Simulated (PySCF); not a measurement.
PySCF input for Cl₂GeH₄OSi, SMILES [GeH3][O][SiH](Cl)Cl, TDA-PBE/def2-SVPD. The structure is a stationary point at r2SCAN-D4/def2-SVP. This is a generated structure with no PubChem entry under its InChIKey; it may be hypothetical. Other conformers were not sampled.

```python
import numpy as np
from pyscf import gto, scf, dft, tdscf

mol = gto.M(
    atom='''
    Si    1.03749181    0.16266385   -0.76217233
    Cl    0.88686172    2.11228287   -0.08845511
    Cl    2.21254018   -0.86847960    0.58498113
    O    -0.44643164   -0.50357838   -0.84960462
    Ge   -1.83717304   -0.55649095    0.29428794
    H     1.68477624    0.14614429   -2.08608040
    H    -2.76815748    0.59820044   -0.08537301
    H    -2.48350633   -1.92273701    0.06280292
    H    -1.28683997   -0.40721943    1.71774385
    ''',
    basis='def2-SVPD',
    charge=0,
    spin=0,
    max_memory=1600,
    verbose=4,
)
mf = dft.RKS(mol, xc='pbe').density_fit(auxbasis='def2-universal-jkfit')
mf.grids.level = 3
mf.conv_tol = 1e-9
mf.max_cycle = 100
mf.kernel()
mf.grids = dft.Grids(mol).set(level=1).build(with_non0tab=True)  # coarser grid for the response kernel
td = tdscf.TDA(mf)
td.singlet = True
td.nstates = 10
td.conv_tol = 1e-4
td.positive_eig_threshold = 1e-6
td.kernel(x0=td.get_init_guess(mf, 15))
td.analyze()
tt = tdscf.TDA(mf)
tt.singlet = False
tt.nstates = 4
tt.conv_tol = 1e-4
tt.positive_eig_threshold = 1e-6
tt.kernel(x0=tt.get_init_guess(mf, 9))
tt.analyze(verbose=3)
```

Program output:

```
PySCF version 2.14.0

[INPUT] verbose = 4
[INPUT] num. atoms = 9
[INPUT] num. electrons = 92
[INPUT] charge = 0
[INPUT] spin (= nelec alpha-beta = 2S) = 0
[INPUT] symmetry False subgroup None
[INPUT] Mole.unit = angstrom
[INPUT] Symbol           X                Y                Z      unit          X                Y                Z       unit  Magmom
[INPUT]  1 Si     1.037491810000   0.162663850000  -0.762172330000 AA    1.960575377379   0.307390126867  -1.440296963422 Bohr   0.0
[INPUT]  2 Cl     0.886861720000   2.112282870000  -0.088455110000 AA    1.675925761161   3.991636121910  -0.167155932218 Bohr   0.0
[INPUT]  3 Cl     2.212540180000  -0.868479600000   0.584981130000 AA    4.181094979796  -1.641188588772   1.105454123739 Bohr   0.0
[INPUT]  4 O     -0.446431640000  -0.503578380000  -0.849604620000 AA   -0.843633532940  -0.951625220452  -1.605520045965 Bohr   0.0
[INPUT]  5 Ge    -1.837173040000  -0.556490950000   0.294287940000 AA   -3.471753889035  -1.051615486299   0.556123608362 Bohr   0.0
[INPUT]  6 H      1.684776240000   0.146144290000  -2.086080400000 AA    3.183765674774   0.276172682769  -3.942120629823 Bohr   0.0
[INPUT]  7 H     -2.768157480000   0.598200440000  -0.085373010000 AA   -5.231059506866   1.130434999194  -0.161331607330 Bohr   0.0
[INPUT]  8 H     -2.483506330000  -1.922737010000   0.062802920000 AA   -4.693146792324  -3.633446358465   0.118680318623 Bohr   0.0
[INPUT]  9 H     -1.286839970000  -0.407219430000   1.717743850000 AA   -2.431775109444  -0.769533195301   3.246065428656 Bohr   0.0

nuclear repulsion = 621.815506107822
number of shells = 71
number of NR pGTOs = 285
number of NR cGTOs = 171
basis = def2-SVPD
ecp = {}


[settings echo left out]
init E= -3362.75922927319
  HOMO = -0.334773143488831  LUMO = -0.0703631359890138  gap/eV = 7.19496
cycle= 1 E= -3362.90459692803  delta_E= -0.145  |g|=    1  |ddm|= 4.16
  HOMO = -0.131411235137579  LUMO = -0.0349215303815966  gap/eV = 2.62562
cycle= 2 E= -3361.88236559538  delta_E= 1.02  |g|=  2.4  |ddm|= 3.48
  HOMO = -0.267114504078851  LUMO = -0.0639890993646324  gap/eV = 5.52732
cycle= 3 E= -3363.03579417106  delta_E= -1.15  |g|= 0.43  |ddm|= 2.92
  HOMO = -0.278100793199026  LUMO = -0.0456112496356362  gap/eV = 6.32636
cycle= 4 E= -3363.07324701257  delta_E= -0.0375  |g|= 0.0978  |ddm|= 0.67
  HOMO = -0.279602317351277  LUMO = -0.0494167850999991  gap/eV = 6.26367
cycle= 5 E= -3363.07484433888  delta_E= -0.0016  |g|= 0.041  |ddm|= 0.182
  HOMO = -0.278677251258252  LUMO = -0.048436268786257  gap/eV = 6.26518
cycle= 6 E= -3363.07532394286  delta_E= -0.00048  |g|= 0.00955  |ddm|= 0.0752
  HOMO = -0.278790559839685  LUMO = -0.0484094561409241  gap/eV = 6.26899
cycle= 7 E= -3363.07534743039  delta_E= -2.35e-05  |g|= 0.00199  |ddm|= 0.0147
  HOMO = -0.278966834465286  LUMO = -0.0484988330558545  gap/eV = 6.27135
cycle= 8 E= -3363.07534820632  delta_E= -7.76e-07  |g|= 0.000438  |ddm|= 0.00294
  HOMO = -0.278940202747882  LUMO = -0.0485059618220878  gap/eV = 6.27044
cycle= 9 E= -3363.07534825862  delta_E= -5.23e-08  |g|= 9.9e-05  |ddm|= 0.00105
  HOMO = -0.278953586762064  LUMO = -0.0485104540857888  gap/eV = 6.27068
cycle= 10 E= -3363.07534826107  delta_E= -2.45e-09  |g|= 2.78e-05  |ddm|= 0.000177
  HOMO = -0.278953521731912  LUMO = -0.0485099189118627  gap/eV = 6.27069
cycle= 11 E= -3363.07534826128  delta_E= -2.06e-10  |g|= 8.57e-06  |ddm|= 4.8e-05
  HOMO = -0.278952040626403  LUMO = -0.0485095827523554  gap/eV = 6.27066
Extra cycle  E= -3363.07534826126  delta_E= 2.41e-11  |g|= 1.26e-05  |ddm|= 3e-05
converged SCF energy = -3363.07534826126
tot grids = 41528
Overwritten attributes  positive_eig_threshold  of <class 'pyscf.tdscf.rks.TDA'>


******** <class 'pyscf.tdscf.rks.TDA'> for <class 'pyscf.df.df_jk.DFRKS'> ********
nstates = 10 singlet
deg_eia_thresh = 1.000e-03
wfnsym = None
conv_tol = 0.0001
eigh lindep = 1e-12
eigh level_shift = 0
eigh max_cycle = 100


Excitation energies (eV)
[6.3792179  6.72434826 6.78871291 6.86850721 6.90132928 7.04099566
 7.09485743 7.29063103 7.34157414 7.35812376]

** Singlet excitation energies and oscillator strengths **
Excited State   1:      6.37922 eV    194.36 nm  f=0.0038
      45 -> 47       -0.10626
      46 -> 47       -0.69218
Excited State   2:      6.72435 eV    184.38 nm  f=0.0074
      44 -> 47        0.32191
      45 -> 47       -0.60475
      46 -> 47        0.11591
Excited State   3:      6.78871 eV    182.63 nm  f=0.0323
      43 -> 47       -0.27456
      44 -> 47       -0.57398
      45 -> 47       -0.28862
Excited State   4:      6.86851 eV    180.51 nm  f=0.0151
      46 -> 48        0.68853
Excited State   5:      6.90133 eV    179.65 nm  f=0.0164
      43 -> 47       -0.63646
      44 -> 47        0.21678
      45 -> 47        0.16861
Excited State   6:      7.04100 eV    176.09 nm  f=0.0005
      42 -> 47       -0.67254
      46 -> 49       -0.18062
Excited State   7:      7.09486 eV    174.75 nm  f=0.0118
      42 -> 47       -0.16160
      45 -> 48        0.13816
      46 -> 49        0.65426
Excited State   8:      7.29063 eV    170.06 nm  f=0.0008
      43 -> 49        0.10595
      44 -> 48        0.38440
      45 -> 48        0.53836
      45 -> 49        0.11054
      46 -> 50        0.12677
Excited State   9:      7.34157 eV    168.88 nm  f=0.0066
      42 -> 48        0.12553
      43 -> 48        0.10387
      44 -> 48        0.49805
      44 -> 49        0.21917
      45 -> 48       -0.28966
      45 -> 49       -0.24725
      46 -> 49        0.10737
Excited State  10:      7.35812 eV    168.50 nm  f=0.0134
      43 -> 48       -0.61683
      43 -> 49       -0.11300
      44 -> 49       -0.10817
      45 -> 49       -0.19868
      46 -> 50        0.20099

** Transition electric dipole moments (AU) **
state          X           Y           Z        Dip. S.      Osc.
  1         0.0632     -0.1309      0.0568      0.0244      0.0038
  2        -0.0346      0.1824     -0.1017      0.0448      0.0074
  3         0.3620      0.0480     -0.2465      0.1941      0.0323
  4        -0.1436      0.2526     -0.0729      0.0897      0.0151
  5         0.2142      0.1880      0.1252      0.0969      0.0164
  6        -0.0183      0.0010      0.0499      0.0028      0.0005
  7        -0.1467      0.1952     -0.0902      0.0678      0.0118
  8        -0.0652      0.0090     -0.0184      0.0047      0.0008
  9         0.0947     -0.1568     -0.0578      0.0369      0.0066
 10        -0.1097     -0.0327      0.2479      0.0746      0.0134

** Transition velocity dipole moments (imaginary part, AU) **
state          X           Y           Z        Dip. S.      Osc.
  1         0.0122     -0.0234      0.0117      0.0008      0.0024
  2        -0.0123      0.0392     -0.0233      0.0022      0.0060
  3         0.0588      0.0080     -0.0484      0.0059      0.0157
  4        -0.0298      0.0519     -0.0133      0.0038      0.0099
  5         0.0512      0.0369      0.0257      0.0046      0.0122
  6        -0.0114      0.0309      0.0015      0.0011      0.0028
  7        -0.0306      0.0455     -0.0196      0.0034      0.0087
  8        -0.0212      0.0005     -0.0065      0.0005      0.0012
  9         0.0164     -0.0318     -0.0148      0.0015      0.0037
 10        -0.0237     -0.0060      0.0527      0.0034      0.0083

** Transition magnetic dipole moments (imaginary part, AU) **
state          X           Y           Z
  1         0.3982      0.2224      0.0206
  2        -0.1158     -0.1241     -0.0951
  3        -0.1609      0.0440     -0.1054
  4        -0.0302      0.0475      0.0213
  5        -0.1034      0.4478     -0.1090
  6        -0.4704     -0.2469     -0.4802
  7         0.2223     -0.0536     -0.2433
  8         0.4715     -0.8783      0.0628
  9        -0.0914     -0.4027      0.2487
 10        -0.2599      0.4534     -0.0020


******** <class 'pyscf.tdscf.rks.TDA'> for <class 'pyscf.df.df_jk.DFRKS'> ********
nstates = 4 triplet
deg_eia_thresh = 1.000e-03
wfnsym = None
conv_tol = 0.0001
eigh lindep = 1e-12
eigh level_shift = 0
eigh max_cycle = 100


Excitation energies (eV)
[6.13716613 6.49833228 6.61084855 6.67743294]

** Triplet excitation energies and oscillator strengths **
Excited State   1:      6.13717 eV    202.02 nm  f=0.0000
Excited State   2:      6.49833 eV    190.79 nm  f=0.0000
Excited State   3:      6.61085 eV    187.55 nm  f=0.0000
Excited State   4:      6.67743 eV    185.68 nm  f=0.0000
```

The run converged.

Cost: very roughly 2.2 core-minutes.
